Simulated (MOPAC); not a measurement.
A run for MOPAC: PM7 on CH6BNO (SMILES CNBO), a point of a torsion scan.

```
PM7 1SCF PRECISE CHARGE=0 THREADS=1
CH6BNO

C     -1.06895945 1     0.63253782 1    -0.01062563 1
N     -0.42409409 1    -0.65262144 1     0.16436812 1
B      0.50927828 1    -0.95655673 1     1.15631655 1
O      0.94569381 1     0.05348998 1     1.95934602 1
H     -0.33791633 1     1.41921969 1     0.16746706 1
H     -1.90321080 1     0.76433412 1     0.68536037 1
H     -1.44470887 1     0.73052301 1    -1.02984149 1
H     -0.83052902 1    -1.38728904 1    -0.39036831 1
H      0.90828024 1    -2.06417100 1     1.24526121 1
H      1.61115547 1    -0.19967120 1     2.59450717 1
```

It printed:

```
*******************************************************************************
 **                                                                           **
 **                              MOPAC v23.2.5                                **
 **                                                                           **
 *******************************************************************************
 ** MOPAC's Digital Object Identifier: https://doi.org/10.5281/zenodo.6511958 **
 **                                                                           **
 ** Please cite the open-source release paper for use of this MOPAC version:  **
 ** J. E. Moussa and J. J. P. Stewart (2026)                                  **
 ** MOPAC: An open-source semiempirical molecular orbital program             **
 ** J. Open Source Softw., 11(119), 8025, https://doi.org/10.21105/joss.08025 **
 *******************************************************************************

                              PM7 CALCULATION RESULTS

 *******************************************************************************
 *  PM7        - The PM7 Hamiltonian to be used
 *
 *
 *
 *                 CHARGE ON SYSTEM = 0
 *
 *
 *
 *  PRECISE    - TIGHTER CRITERIA TO BE USED
 *  1SCF       - DO 1 SCF AND THEN STOP
 *  THREADS=1  - MULTI-THREADING NOT USED
 *  T=         - A TIME OF 172800.0 SECONDS REQUESTED
 *  DUMP=N     - RESTART FILE WRITTEN EVERY 7200.0 SECONDS REQUESTED
 *******************************************************************************
PM7 1SCF PRECISE CHARGE=0 THREADS=1
 CH6BNO

   ATOM   CHEMICAL          X               Y               Z
  NUMBER   SYMBOL      (ANGSTROMS)     (ANGSTROMS)     (ANGSTROMS)

     1       C         -1.06895945  *   0.63253782  *  -0.01062563  *
     2       N         -0.42409409  *  -0.65262144  *   0.16436812  *
     3       B          0.50927828  *  -0.95655673  *   1.15631655  *
     4       O          0.94569381  *   0.05348998  *   1.95934602  *
     5       H         -0.33791633  *   1.41921969  *   0.16746706  *
     6       H         -1.90321080  *   0.76433412  *   0.68536037  *
     7       H         -1.44470887  *   0.73052301  *  -1.02984149  *
     8       H         -0.83052902  *  -1.38728904  *  -0.39036831  *
     9       H          0.90828024  *  -2.06417100  *   1.24526121  *
    10       H          1.61115547  *  -0.19967120  *   2.59450717  *



          CARTESIAN COORDINATES

    NO.       ATOM           X           Y           Z

     1         C         -1.0690      0.6325     -0.0106
     2         N         -0.4241     -0.6526      0.1644
     3         B          0.5093     -0.9566      1.1563
     4         O          0.9457      0.0535      1.9593
     5         H         -0.3379      1.4192      0.1675
     6         H         -1.9032      0.7643      0.6854
     7         H         -1.4447      0.7305     -1.0298
     8         H         -0.8305     -1.3873     -0.3904
     9         H          0.9083     -2.0642      1.2453
    10         H          1.6112     -0.1997      2.5945

 General Reference for PM7:
 "Optimization of Parameters for Semiempirical Methods VI: More Modifications to the
 NDDO Approximations and Re-optimization of Parameters", J. J. P. Stewart, J. Mol. Mod., 1:32, 19 (2013)
 https://link.springer.com/article/10.1007/s00894-012-1667-x

           Empirical Formula: C H6 N O B  =    10 atoms



      MOLECULAR POINT GROUP   :   C1


      RHF CALCULATION, NO. OF DOUBLY OCCUPIED LEVELS = 12


 -------------------------------------------------------------------------------
 PM7 1SCF PRECISE CHARGE=0 THREADS=1
 CH6BNO



     1SCF WAS SPECIFIED, SO BFGS WAS NOT USED
     SCF FIELD WAS ACHIEVED


                              PM7 CALCULATION
                                                       MOPAC v23.2.5 Linux




          FINAL HEAT OF FORMATION =        -94.58733 KCAL/MOL =    -395.75337 KJ/MOL


          COSMO AREA              =        100.83 SQUARE ANGSTROMS
          COSMO VOLUME            =         83.55 CUBIC ANGSTROMS

          IONIZATION POTENTIAL    =          9.452737 EV
          HOMO LUMO ENERGIES (EV) =         -9.453  0.682
          NO. OF FILLED LEVELS    =         12
          MOLECULAR WEIGHT        =         58.8745         POINT GROUP:  C1

          MOLECULAR DIMENSIONS (Angstroms)

            Atom       Atom       Distance
            H    10    H     7     4.83109
            H     9    H     5     3.11559
            H     6    H     5     1.58826


          SCF CALCULATIONS        =          1





   ATOM   CHEMICAL          X               Y               Z
  NUMBER   SYMBOL      (ANGSTROMS)     (ANGSTROMS)     (ANGSTROMS)

     1       C         -1.06895945  *   0.63253782  *  -0.01062563  *
     2       N         -0.42409409  *  -0.65262144  *   0.16436812  *
     3       B          0.50927828  *  -0.95655673  *   1.15631655  *
     4       O          0.94569381  *   0.05348998  *   1.95934602  *
     5       H         -0.33791633  *   1.41921969  *   0.16746706  *
     6       H         -1.90321080  *   0.76433412  *   0.68536037  *
     7       H         -1.44470887  *   0.73052301  *  -1.02984149  *
     8       H         -0.83052902  *  -1.38728904  *  -0.39036831  *
     9       H          0.90828024  *  -2.06417100  *   1.24526121  *
    10       H          1.61115547  *  -0.19967120  *   2.59450717  *

                             CARTESIAN COORDINATES

   1    C       -1.068959450     0.632537820    -0.010625630
   2    N       -0.424094090    -0.652621440     0.164368120
   3    B        0.509278280    -0.956556730     1.156316550
   4    O        0.945693810     0.053489980     1.959346020
   5    H       -0.337916330     1.419219690     0.167467060
   6    H       -1.903210800     0.764334120     0.685360370
   7    H       -1.444708870     0.730523010    -1.029841490
   8    H       -0.830529020    -1.387289040    -0.390368310
   9    H        0.908280240    -2.064171000     1.245261210
  10    H        1.611155470    -0.199671200     2.594507170


           Empirical Formula: C H6 N O B  =    10 atoms



      MOLECULAR POINT GROUP   :   C1


                  EIGENVALUES
 -35.35197 -28.90569 -24.03780 -18.60310 -16.15632 -15.80129 -14.94918 -14.21325
 -12.70796 -12.57831 -10.94429  -9.45274   0.68227   2.55801   3.27972   4.52102
   5.38200   5.59560   5.86496   6.22209   6.70989   7.38711


              NET ATOMIC CHARGES AND DIPOLE CONTRIBUTIONS

  ATOM NO.   TYPE          CHARGE      No. of ELECS.   s-Pop       p-Pop
    1          C          -0.256005        4.2560     1.05227     3.20373
    2          N          -0.435428        5.4354     1.52938     3.90605
    3          B           0.172804        2.8272     0.69322     2.13398
    4          O          -0.578168        6.5782     1.75881     4.81936
    5          H           0.164176        0.8358     0.83582
    6          H           0.140953        0.8590     0.85905
    7          H           0.132400        0.8676     0.86760
    8          H           0.268611        0.7314     0.73139
    9          H           0.052580        0.9474     0.94742
   10          H           0.338077        0.6619     0.66192
 DIPOLE           X         Y         Z       TOTAL
 POINT-CHG.    -0.702    -0.890    -0.847     1.415
 HYBRID        -0.206     0.339     0.012     0.398
 SUM           -0.908    -0.550    -0.835     1.351


          ATOMIC ORBITAL ELECTRON POPULATIONS

     Atom    s        px        py        pz
    1  C   1.05227   1.11133   0.94972   1.14268
    2  N   1.52938   1.38255   1.13052   1.39298
    3  B   0.69322   0.65766   0.88914   0.58718
    4  O   1.75881   1.61138   1.64092   1.56706
    5  H   0.83582
    6  H   0.85905
    7  H   0.86760
    8  H   0.73139
    9  H   0.94742
   10  H   0.66192

 **********************
 *                    *
 * JOB ENDED NORMALLY *
 *                    *
 **********************




 == MOPAC DONE ==
```

The run finished.

Cost: roughly 0.03 core-seconds.
